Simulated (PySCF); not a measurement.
Atoms are numbered as in `[CH3:1]/[CH:2]=[N:3]/[N:4]([SiH3:5])[CH2:6][C:7]([F:8])([F:9])[F:10]`. Each H is labelled by its parent atom.

- shieldings: GIAO PBE0/pcSseg-1
- geometry: GFN2-xTB
- program: PySCF
- one computed conformer, in vacuum, non-relativistic, averaged over atoms made equivalent by symmetry, fast rotation or ring inversion

Chemical shifts δ = σref − σ; $^{13}$C (σref 186.93) and $^{1}$H (σref 31.72) and $^{29}$Si (σref 349.16) vs TMS; NH3 for $^{15}$N (σref 267.73); $^{19}$F (σref 170.95) vs CFCl3, all at this level.

```
    atoms    nucleus  count  δ (ppm)
    H(C1)    $^{1}$H      3        ?
       C7   $^{13}$C      1    134.6
      Si5  $^{29}$Si      1    -62.5
       N3   $^{15}$N      1        ?
   H(Si5)    $^{1}$H      3        ?
    H(C2)    $^{1}$H      1     6.93
       N4   $^{15}$N      1    110.2
F8/F9/F10   $^{19}$F      3    -90.3
    H(C6)    $^{1}$H      2     3.89
       C6   $^{13}$C      1        ?
       C2   $^{13}$C      1    136.0
       C1   $^{13}$C      1     23.3
```

Estimate the values marked ?.

## Answers


- C6: 63.4 ppm, sp3 CH2 bonded to N; pulled downfield by the heteroatom
- H(Si5): 4.65 ppm, hydrogen on a silicon bonded to N
- H(C1): 2.12 ppm, hydrogen on a methyl carbon
- N3: 389.0 ppm, imine nitrogen

Shifts are as computed. Against solution values, carbons near 30 ppm lie about +3 ppm off and those near 130 ppm about +5 ppm. Of 1211 compounds with measured shifts, 218 miss one by over three times the rms of a fit or turn the order of signals round; such compounds aren't used in these exercises. Unscaled 19F shifts against computed CFCl3 carry errors that often reach 10 to 50 ppm. Experimental scales use liquid or dissolved standards, which lie at an offset from isolated NH3 (liquid NH3: subtract about 20 ppm). Unscaled 15N shifts of sp2 nitrogen come out 20 to 40 ppm too high even then.
